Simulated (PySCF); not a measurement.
How ionic is MPb along group 13?

PBE0 in PySCF with def2-SVP on every atom (core potentials on In, Tl, Pb), for the lowest determinant that a PBE0 search found; no spin–orbit coupling. A negative dipole means M(+)Pb(−).

```
 M  state (unpaired electrons)  Re (Å)  μ (D)
 B         quartet (σ ↑, π ↑↑)   2.254   1.91
Al         quartet (σ ↑, π ↑↑)   2.715  -0.34
Ga         quartet (σ ↑, π ↑↑)   2.722  -0.49
In         quartet (σ ↑, π ↑↑)   2.907  -1.27
Tl         quartet (σ ↑, π ↑↑)   2.970  -1.81
```

Give the ionic character |μ|/(e·Re) of each, with 1 e·Å = 4.803 D, and the positive end.

BPb 18 % (Pb positive), AlPb 3 % (Al positive), GaPb 4 % (Ga positive), InPb 9 % (In positive), TlPb 13 % (Tl positive). Lone pairs and polarisation enter μ too, so this number is only a rough measure of charge transfer.

These are scalar-relativistic numbers at best; spin–orbit coupling would shift them, the dissociation energy most. States were picked by a PBE0 search and need not be the measured ground states.
